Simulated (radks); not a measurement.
Excited configurations of Mo XII: one electron is placed in a higher orbital outside [Ar] 3d10 4s2. The ground configuration is [Ar] 3d10 4s2 4p1. Method: scalar-relativistic Kohn-Sham, PBE, spin-polarised, spherical densities, point nucleus; open shells are filled with parallel spins first (spin-orbit coupling, left out, can overturn this in heavy ions); computed with a radial shooting solver on a logarithmic mesh with Libxc functionals. Excitation = E - E(ground); binding = E(ion) - E, where the ion is the core of charge +12; n* = 12/sqrt(2 binding) in atomic units.

outer orbital,excitation (eV),binding (eV),eigenvalue (eV),<r> (bohr)
4d,47.232,181.40,-172.24,1.147
5s,91.075,137.56,-132.58,1.813
5p,103.59,125.05,-120.42,1.920
5d,123.10,105.54,-101.37,2.119
6s,142.29,86.347,-83.227,2.880
6p,148.67,79.967,-76.992,3.033
6d,158.84,69.799,-67.055,3.315
6f,169.17,59.469,-56.951,3.643
7s,169.39,59.251,-57.244,4.187
7d,178.99,49.643,-47.860,4.754
7f,185.13,43.510,-41.852,5.178

The Delta-SCF ionisation energy is 228.64 eV (NIST Atomic Spectra Database: 230.3 eV, semi-empirical). Self-interaction in the functional shifts the binding energies and quantum defects, so they are the method's values and not measured ones. Open shells are spherical and high-spin; term and fine-structure splittings are not resolved.
